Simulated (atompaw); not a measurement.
# Before and after: PAW (atompaw) potential for lanthanum (La)

atompaw 4.2.0.5 input, output lines left out:

```
La 57
GGA-PBE scalarrelativistic loggrid 2001 logderivrange -5 5 251
6 6 5 4 0 0
6 1 0
5 2 1
4 3 0
0 0 0
c
c
c
c
v
v
c
c
c
v
v
c
c
v
v
3
3.00 2.35 2.85 2.10
n
n
y
3.15
n
y
1.15
n
custom polynom vanderbiltortho sinc
bessel
2.75
3.00
3.00
3.00
3.00
3.00
1.40
1.40
```

All-electron outer shells of the reference configuration (PBE, scalar-relativistic, ld1.x):

```csv
shell,level (eV),outermost node (bohr),outermost maximum (bohr)
4p,-200.00,0.34,0.63
4d,-103.85,0.32,0.68
5s,-38.92,0.77,1.41
5p,-22.40,0.83,1.58
4f,-4.35,–,0.75
6s,-3.68,1.86,3.84
5d,-3.09,0.95,2.21
6p,-1.35,2.21,4.93
```

Change: augmentation sinc compensation charge, radius 2.35 bohr; PAW radius 3.00 bohr; waves and projectors: custom rrkj gramschmidtortho.

Cutoffs: the cutoffs (Ry, on a coarse ladder) from which the occupation-weighted sum of valence levels, in a spherical-Bessel basis at the reference potential, stays within 10 and 1 mRy of its value at 400 Ry; they do not see the model core or the augmentation charge, which bear on the density cutoff.

Problem. What does the change do?

Solution. The potential gets harder (10 Ry and 15 Ry → 10 Ry and 18 Ry); the range in which the s phases agree narrows (upper end 4.0 → 2.1); the range in which the p phases agree narrows (upper end at the end of the scan → 1.0); neither file shows a bound ghost.

```tsv
quantity	base	changed
cutoff, loose	10 Ry	10 Ry
cutoff, tight	15 Ry	18 Ry
loose cutoff by channel (10 mRy a level)	s 6 Ry, p 8 Ry, d 8 Ry	s 8 Ry, p 6 Ry, d 8 Ry
bound ghosts	none	none
s: phases at 3.00 bohr within 0.05 rad from the reference energy up to (Ry; the scan ends near 5)	4.0	2.1
p: phases at 3.00 bohr within 0.05 rad from the reference energy up to (Ry; the scan ends near 5)	to the end of the scan	1.0
d: phases at 3.00 bohr within 0.05 rad from the reference energy up to (Ry; the scan ends near 5)	to the end of the scan	to the end of the scan
f: phases at 3.00 bohr within 0.05 rad from the reference energy up to (Ry; the scan ends near 5)	4.4	4.4
lowest overlap eigenvalue by channel	s 0.73, p 0.91, d 0.89, f 1.00	s 0.12, p 0.09, d 0.86, f 1.00
```

Base: The cutoffs count occupied waves only; the empty 4f level needs 60 Ry at the loose tolerance. Changed file: The cutoffs count occupied waves only; the empty 4f level needs 60 Ry at the loose tolerance. The cutoffs see the waves, projectors and local potential, not the compensation charge or the core.
